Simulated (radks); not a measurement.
Dipole-allowed excitations along the series with 29 electrons in [Ar] 3d10 4s1. All-electron calculation, scalar-relativistic Kohn-Sham, PBE, spin-polarised, spherical densities, finite nucleus; open shells are filled with parallel spins first (spin-orbit coupling, left out, can overturn this in heavy ions); Fermi nuclear charge, rms radius of each element as measured or else 0.836 A^(1/3) + 0.57 fm. Program: a radial shooting solver on a logarithmic mesh with Libxc functionals. Time-dependent linear response with the Hartree and adiabatic LDA kernel, continuum included through the Sternheimer equations, no spin-orbit coupling, so fine structure and intercombination lines are absent. Lines are the poles of the dipole polarisability below minus the highest occupied eigenvalue, found on a grid refined at the orbital gaps; the lowest seven at most are given, and weak or close lines can be missed. The first line takes the name of the lowest orbital gap if no other gap lies below it; otherwise a line is named after a gap within 0.6 % of it, if that gap stands alone.

species  -e(HOMO) (eV)  lowest orbital gap (eV)  first line (eV)      f  static alpha (bohr^3)
Zr11+           228.44             4s-4p 27.156   28.879 (4s-4p)  0.696                 0.7136
Nb12+           260.34             4s-4p 29.400   31.237 (4s-4p)  0.684                 0.5980
Mo13+           294.10             4s-4p 31.696   33.646 (4s-4p)  0.672                 0.5059
Tc14+           329.71             4s-4p 34.049   36.112 (4s-4p)  0.661                 0.4315
Ru15+           367.18             4s-4p 36.464   38.640 (4s-4p)  0.652                 0.3708
